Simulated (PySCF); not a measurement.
From one molecule to another.

First species: C7H6ClFO2S.
Cartesian coordinates in Å at the GFN2-xTB level; atoms count from 1:
```
atom  x, y, z in Å
C1    -2.353   -1.299   -0.174
C2    -1.247   -0.302   -0.054
C3    -1.472    1.070   -0.031
C4    -0.434    1.982    0.084
C5     0.873    1.535    0.180
C6     1.110    0.177    0.165
S7     2.780   -0.417    0.276
O8     2.900   -1.496    1.196
O9     3.665    0.696    0.393
Cl10   3.037   -1.172   -1.594
C11    0.077   -0.728    0.047
F12    0.360   -2.036    0.015
H13   -3.272   -0.820   -0.499
H14   -2.083   -2.082   -0.879
H15   -2.528   -1.775    0.791
H16   -2.488    1.429   -0.109
H17   -0.646    3.039    0.096
H18    1.712    2.205    0.266
```

Second species: C8H9PS.
InChI=1S/C8H9PS/c1-3-6-9(2)8-5-4-7-10-8/h4-5,7H,1-2H3

Levels: PBE0/pcSseg-1 for dipole moment, HOMO energy, LUMO energy and HOMO–LUMO gap; GFN2-xTB for rotational constant A and rotational constant C. Geometries: GFN2-xTB. Each species is one conformer at its optimised geometry, gas phase, non-relativistic unless stated. Electronic properties by PySCF.

The conformers computed, where there is a choice (atom-mapped SMILES and torsion angles):
- `[CH3:1][c:2]1[cH:3][cH:4][cH:5][c:6]([S:7](=[O:8])(=[O:9])[Cl:10])[c:11]1[F:12]`: C5–C6–S7–O8 135°
- `[CH3:1][C:2]#[C:3][P:4]([CH3:5])[c:6]1[cH:7][cH:8][cH:9][s:10]1`: C3–P4–C6–C7 44°

| property | column X | column Y |
| --- | --- | --- |
| dipole moment | 1.99 D | 5.96 D |
| HOMO energy | -6.21 eV | -7.96 eV |
| LUMO energy | -0.52 eV | -1.96 eV |
| HOMO–LUMO gap | 5.69 eV | 6.00 eV |
| rotational constant A | 1.687 GHz | 1.276 GHz |
| rotational constant C | 0.491 GHz | 0.471 GHz |

Q: Which column belongs to which species?

A: Column X is the second species and column Y the first. The first has 18 atoms and 106 electrons, the second 19 and 88.

Q: How does each property change from the first species to the second?

A: dipole moment -3.97 D; HOMO energy +1.75 eV; LUMO energy +1.44 eV; HOMO–LUMO gap -0.31 eV; rotational constant A +0.411 GHz; rotational constant C +0.020 GHz.

On the first: In atomic units the dipole is 2.34 e·bohr (1 au = 2.5417 D).

On the second: The dipole equals about 6.6 × 10⁻³⁰ C·m (1 D = 3.33564 × 10⁻³⁰ C·m). A dipole of 1.99 D is allowed in C1, and pure rotational transitions are dipole-allowed.
